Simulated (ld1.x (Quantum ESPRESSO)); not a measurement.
## Te (Z = 52), RRKJ: configuration errors across variants

- Element: tellurium
- Generator: ld1.x (Quantum ESPRESSO) 7.5
- Type: norm-conserving RRKJ (Kleinman–Bylander form)
- Functional: PBEsol
- Relativity: scalar-relativistic
- Frozen core: [Kr]
- Valence charge: 16
- Reference configuration: 4d10 5s1.75 5p4.25
- Partial waves: 5p (bound): rc 1.85 bohr; 4d (bound): rc 1.00 bohr; 5s (bound): rc 1.35 bohr
- Local potential: the s channel
- Core correction: Bessel-smoothed model core inside 0.95 bohr

All-electron excitation energies from the reference (eV): (1) 4d10 5s2 5p4 -2.302; (2) 4d10 5s2 5p3 7.451; (3) 4d10 5s2 5p2 25.420; (4) 4d9 5s2 5p5 35.878; (5) 4d10 5s0 5p6 16.464; (6) 4d10 5s1 5p4 17.323; (7) 4d10 5s2 5p3.5 1.605.

9 further variants failed, have other tests or another functional or relativity, and are left out.

Errors AE − PS in meV (a dash: test not solved or not reliable):

```tsv
change	(1)	(2)	(3)	(4)	(5)	(6)	(7)	bound ghosts
base	-0.5	-4.8	-9.2	-235	-49	-3.9	-2.5	none
core correction Bessel-smoothed model core inside 0.62 bohr	-0.5	-4.9	-9.3	-234	-50	-3.9	-2.5	none
wave 4d (bound): rc 1.00 bohr becomes 4d (bound): rc 1.30 bohr	-0.5	-4.8	-9.2	-213	-50	-3.9	-2.5	none
```

Give the same row for: all radii but the core radius scaled by about 1.29 (s 1.74, p 2.38, d 1.28 bohr).

-0.3, -2.0, +0.7, -550, -28, -4.1, -1.4; bound ghosts: none.
